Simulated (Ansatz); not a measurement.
Reaction: CH5B (methylborane, SMILES BC) → CH4B (SMILES B[CH2], doublet) + H (doublet) (the C-H bond breaks)
Each species at its own B3LYP-D3(BJ)/def2-TZVP minimum (Ansatz, a first-principles code).

Total energies in hartree (Ansatz). Radicals and triplets start from unrestricted determinants; spin-orbit coupling is neglected. Correlated methods leave the cores frozen. No relativity. Where a partner has so few electrons that a lower coupled-cluster level is exact, that level stands in.

```tsv
species	HF/cc-pVTZ	CCSD(T)/cc-pVTZ	HF/cc-pVQZ	CCSD(T)/cc-pVQZ	CCSDT(Q)/cc-pVTZ
1: CH5B (SMILES BC)	-65.46636	-65.79654	-65.47069	-65.81578	-65.79754
2: CH4B (SMILES [CH2]B, doublet)	-64.84764	-65.13779	-64.85191	-65.15561	-65.13891
3: H (doublet)	-0.49981	-0.49981	-0.49995	-0.49995	-0.49981
```

Work out the bond dissociation energy (electronic) in kcal/mol: take Hartree-Fock from cc-pVQZ, extrapolate the CCSD(T) correlation energy as X^-3 (X = 3, 4), and add CCSDT(Q) - CCSD(T) in cc-pVTZ. 1 hartree = 627.51 kcal/mol.


Species 1: correlation (64·(-0.34509) - 27·(-0.33018))/37 = -0.35597; step -0.00100; E1 = -65.47069 + (-0.35597) + (-0.00100) = -65.82766
Species 2: correlation (64·(-0.30370) - 27·(-0.29015))/37 = -0.31359; step -0.00112; E2 = -64.85191 + (-0.31359) + (-0.00112) = -65.16662
Species 3: correlation (64·(0.00000) - 27·(0.00000))/37 = 0.00000; step +0.00000; E3 = -0.49995 + (0.00000) + (+0.00000) = -0.49995
-1·E1 +1·E2 +1·E3 = 0.16109 hartree = 101.1 kcal/mol.
